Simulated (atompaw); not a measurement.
**Pseudopotential generation for Cu (Z = 29): PAW (atompaw), LDA (PW92), scalar-relativistic.**

The input file (atompaw 4.2.0.5):

```
Cu 29
LDA-PW scalarrelativistic loggrid 1500 logderivrange -7 5 301
4 4 3 0 0 0
4 0 0.5
4 1 0.5
0 0 0
c
c
c
v
c
v
v
v
2
1.90 1.55 1.35 1.35
y
2.4
n
n
y
-0.1
n
custom polynom gramschmidtortho gaussian
bessel
1.90
1.90
1.25
1.25
1.90
1.90
PWSCFOUT
UPFDX 0.0125d0 UPFXMIN -7.d0 UPFZMESH 29.d0
END
```

Command:

```bash
atompaw < Cu.input > Cu.log
```

Resulting log (summary file):

```
Completed calculations for Cu (AE)

 Exchange-correlation type: LDA, Perdew-Wang correlation

 Radial integration grid is logarithmic
 r0 =   2.8831811E-04 h =   8.3612251E-03   n =      1500 rmax =   8.0000000E+01

 Scalar relativistic calculation

 AEatom converged in  45 iterations
   nz     =  29.00
   delta  =       6.216391528870E-16

 All Electron Orbital energies:
  n  l      occupancy      energy
  1  0      2.0000000E+00 -6.4932236E+02
  2  0      2.0000000E+00 -7.8014413E+01
  3  0      2.0000000E+00 -8.4726011E+00
  4  0      5.0000000E-01 -4.1595427E-01
  2  1      6.0000000E+00 -6.7433442E+01
  3  1      6.0000000E+00 -5.3775185E+00
  4  1      5.0000000E-01 -1.0334490E-01
  3  2      1.0000000E+01 -4.7354780E-01

 Total energy
   Total                    :    -3304.37445631169840

 ---
 Completed calculations for Cu (SC)

 Exchange-correlation type: LDA, Perdew-Wang correlation

 Radial integration grid is logarithmic
 r0 =   2.8831811E-04 h =   8.3612251E-03   n =      1500 rmax =   8.0000000E+01

 Scalar relativistic calculation

 SCatom converged in   4 iterations
   nz     =  29.00
   delta  =       3.090785545617E-17

 Valence Electron Orbital energies:
  n  l      occupancy      energy
   4  0      5.0000000E-01 -4.1595427E-01
   3  1      6.0000000E+00 -5.3775185E+00
   4  1      5.0000000E-01 -1.0334490E-01
   3  2      1.0000000E+01 -4.7354780E-01

 Total energy
   Total                    :    -3304.37445631144737
   Valence                  :     -392.62938748436341

 PAW parameters:
       lmax =            2
         rc =    1.9048652701433539
        irc =         1053
   rc_shape =    1.5584757250694041
    rc_vloc =    1.3519380571328428
    rc_core =    1.3519380571328428
   Vloc: truncated form - Vps(r)=A.sin(qr)/r for r<rc
   Projector type: polynomial pseudization + Gram-Schmidt ortho.
   Gaussian compensation charge shape with gausstol =   1.0000E-04

 Number of basis functions     6
 No.   n  nodes  l      Energy         Cp coeff         Occ
  1    4    3    0   -0.4159543E+00  0.1000000E+01  0.5000000E+00
  2  999    4    0    0.2400000E+01  0.2173884E-01  0.0000000E+00
  3    3    1    1   -0.5377518E+01  0.1000000E+01  0.6000000E+01
  4    4    2    1   -0.1033449E+00  0.3537707E-01  0.5000000E+00
  5    3    0    2   -0.4735478E+00  0.1000000E+01  0.1000000E+02
  6  999    1    2   -0.1000000E+00  0.1225449E-02  0.0000000E+00

 Eigenvalues of overlap operator (in the basis of projectors):
    1        5.52163569E-05
    2        1.28712869E-01
    3        1.85183757E+00
    4        6.88434067E+00
    5        2.13692645E+01
    6        3.62360225E+01

 Orbital leakage outside PAW augmentation regions
   orb  is_core?  %out_of_sphere
   1 0    T           0.00
   2 0    T           0.00
   3 0    T           0.13
   4 0    F          78.90
   2 1    T           0.00
   3 1    F           0.44
   4 1    F          95.00
   3 2    F           9.73

 Summary of PAW energies
   Total valence energy     :   -392.62937820553168
   Smooth energy            :     88.70182119402247
   One center               :   -481.33119939955412
   Smooth kinetic           :     49.06362092598390
   Vloc energy              :     15.55214819465093
   Smooth exch-corr         :    -10.40869949136816
   One-center xc            :   -119.33002384316012
```

Note: ghost state, extra bound levels that the all-electron valence spectrum of the same l lacks: s at -67.1 eV. A true bound ghost makes a file unfit for plane-wave use.

The run took about 9.8 s on one core of a shared server CPU.
